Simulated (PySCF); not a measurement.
Metal series M(CO), each in one or more spin states. Isolated molecules, 0 K electronic values unless said otherwise. Multiplicities are imposed; where one is given, others were not computed.

The dipole moment from two functionals at the same geometries (PBE-D3(BJ)/def2-SVP), both in PySCF: PBE-D3(BJ)/def2-TZVP and B3LYP-D3(BJ)/def2-TZVP. B3LYP has the VWN-RPA correlation part, as in Gaussian. 

```json
[
 {"species": "M = Pd, multiplicity 1 ([Pd(CO)])", "PBE-D3(BJ)/def2-TZVP (D)": "2.82"},
 {"species": "M = Ir, multiplicity 2 ([Ir(CO)])", "PBE-D3(BJ)/def2-TZVP (D)": "2.75"},
 {"species": "M = Pt, multiplicity 1 ([Pt(CO)])", "PBE-D3(BJ)/def2-TZVP (D)": "2.41"}
]
```

Problem. What does B3LYP-D3(BJ)/def2-TZVP give for each?

Solution. 
- M = Pd, multiplicity 1 ([Pd(CO)]): 2.87
- M = Ir, multiplicity 2 ([Ir(CO)]): 2.96
- M = Pt, multiplicity 1 ([Pt(CO)]): 2.62
Over these rows, drawn at random from the members with no instability flagged (it was tested for open shells, ions and some series alone), PBE minus B3LYP-D3(BJ): mean -0.16 D, from -0.22 D to -0.05 D.
